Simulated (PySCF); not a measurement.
C8H8S (charge +1 and doublet state).
Geometry (GFN2-xTB, Å), atoms numbered from 1 in this order:
```
atom  x, y, z in Å
C1    -2.9467   -0.5000   -0.2424
C2    -1.7335   -0.9967    0.0442
C3    -0.5146   -0.2349    0.2077
C4    -0.4926    1.1807    0.1481
C5     0.6887    1.8871    0.3124
C6     1.8716    1.2135    0.5382
C7     1.8686   -0.2004    0.6018
S8     3.4039   -0.9683    0.8917
C9     0.6842   -0.9077    0.4379
H10   -3.7951   -1.1545   -0.3470
H11   -3.1416    0.5491   -0.3860
H12   -1.6239   -2.0668    0.1649
H13   -1.4093    1.7217   -0.0237
H14    0.6840    2.9649    0.2634
H15    2.7998    1.7490    0.6673
H16    2.9652   -2.2381    0.8759
H17    0.6843   -1.9868    0.4852
```

The hyperfine couplings belong to this conformer and change with its torsions.

The species is `C=CC1=CC=CC([SH+])=C1` [radical] (charge +1).

Method: UKS B3LYP, pcH-1 on C H S, non-relativistic, mean-field spin-orbit, GIAO in PySCF. One conformer (not necessarily the lowest) at the GFN2-xTB geometry, without solvent, vibrations or thermal averaging. A GFN2-xTB geometry isn't a minimum of the functional, and hyperfine couplings can be far from their values at a DFT geometry, by a factor of two or more for some ions and for spin on atoms past the first row. Stability of the SCF solution: not tested.

Task: What is the g tensor, term by term?

Result: 
```csv
Δg (ppt),1,2,3
relativistic mass correction,-0.18,-0.18,-0.18
gauge correction,0.00,0.04,0.04
orbital Zeeman/spin–orbit,0.01,3.20,7.37
total,-0.16,3.07,7.23
```

So g = 2.00216, 2.00538, 2.00955 and g_iso = 2.00570; the tensor is rhombic: the two nearest values differ by 44 % of g3 − g1. Axes: g1 is normal to the molecular plane and g3 points within 13° of the C6–C7 bond.

Task: At 9.349 GHz, how far is the centre of the isotropic spectrum from where a free electron (g = 2.002319) resonates?

Result: B = hν/(g μB) with μB/h = 13.99624 MHz/mT gives 333.60 mT for the free electron and 333.03 mT at g_iso, 0.56 mT lower.

Task: How much does each term add to the isotropic shift?

Result: The orbital-Zeeman/spin–orbit term 3.53, the mass correction -0.18 and the gauge correction 0.03 ppt, for a total of 3.38 ppt. The orbital-Zeeman/spin–orbit term is the largest in size. The mass correction is the same along every axis, so the anisotropy comes from the other two: their spans along these axes are 0.04 (gauge) and 7.36 ppt (orbital Zeeman/spin–orbit).

Task: What are the electron Larmor frequencies g μB B/h along the three axes at 3350 mT?

Result: 93.8760, 94.0273, 94.2227 GHz for g1, g2 and g3, a range of 346.8 MHz.

Task: In a frozen sample, at which fields do the three g values resonate at 9.5, 34, 94 and 263 GHz (hyperfine left aside), and which band first spreads them over more than twice a line width of 0.3 mT?

Result: 
```
band    GHz  B(g3) mT  B(g2) mT  B(g1) mT  spread mT
   X    9.5    337.76    338.47    339.01       1.25
   Q   34.0   1208.84   1211.35   1213.30       4.47
   W   94.0   3342.08   3349.03   3354.43      12.34
   J  263.0   9350.72   9370.15   9385.26      34.54
```

The spread grows in proportion to the frequency. X band is the first where it exceeds 0.6 mT.

The largest Mulliken spin populations are on C4 (+0.34), S8 (+0.32), C6 (+0.29) and C1 (+0.17). Four atoms exceed +0.15.

The HOMO–LUMO gaps are 4.94 eV among the α and 1.54 eV among the β orbitals.

Hardware: Arm Neoverse V1, one thread, no GPU, shared host. Cost: 2.2 min wall (grids of density and orbitals included), 1.1 GiB resident at most.
